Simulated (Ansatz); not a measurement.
Z-matrix (Å, degrees):
```
C
C 1 1.389
C 1 1.387 2 119.3
O 1 1.361 2 122.8 3 -180.0
C 2 1.385 1 120.6 3 -0.0
H 2 1.086 1 119.9 3 180.0
C 3 1.385 1 120.1 2 0.0
H 3 1.083 1 119.1 2 -180.0
H 4 0.961 1 109.1 2 -0.0
C 5 1.387 2 120.1 1 0.0
H 5 1.083 2 120.7 1 -180.0
H 7 1.086 3 119.5 1 -180.0
O 10 1.361 5 117.9 2 -180.0
H 13 0.961 10 109.1 5 180.0
```

Total charge 0; spin multiplicity 1.

(1) List the ωB97M-V/def2-TZVPP orbital energies in eV (the Gaussian-basis code of Ansatz). (Best estimate.)

Results:

(1) Ansatz gave: Occupied: -526.77, -526.77, -283.07, -283.07, -281.63, -281.63, -281.51, -281.51, -32.41, -32.38, -26.69, -23.93, -23.33, -20.64, -19.61, -18.17, -17.93, -16.08, -14.96, -14.88, -14.61, -14.44, -13.78, -13.30, -13.01, -11.94, -11.47, -9.58, -8.01. Lowest empty: 1.64, 2.42, 2.65, 2.68, 3.46, 3.92, 4.80, 4.84.
